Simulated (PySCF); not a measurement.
**From a computed spectrum to the compound**

A species of 4 atoms with charge 0 has these harmonic modes (PBE0, small Gaussian bases with core potentials, PySCF 2.14.0):

```csv
cm⁻¹,km/mol,symmetry
153,31.6,a'
419,140.7,a'
506,162.9,a''
577,110.9,a'
817,183.5,a'
3954,94.9,a'
```

**Question.** Which species is it, and in which structure?

**Answer.** EuO(OH) (singlet in the valence; each metal's 4f electrons, 6 of them, lie in its core potential, out of spins and levels):
```xyz
4

Eu    0.0719   -0.0140   -0.1927
O     1.3288    0.0719    1.1680
O    -1.8708    0.0543    0.5838
H    -2.3139    0.1168    1.4335
```
Ideal gas at 298.15 K and 1 bar: S = 312.7 J/(mol K), Cp = 59.5 J/(mol K), H − H(0 K) = 13.6 kJ/mol (rigid rotor, harmonic modes, spin degeneracy alone, that of the 4f electrons in the core included). An lcecp potential fixes the number of 4f electrons, so in runs with it no electron can move into or out of that shell.
 This is one of several that fit.
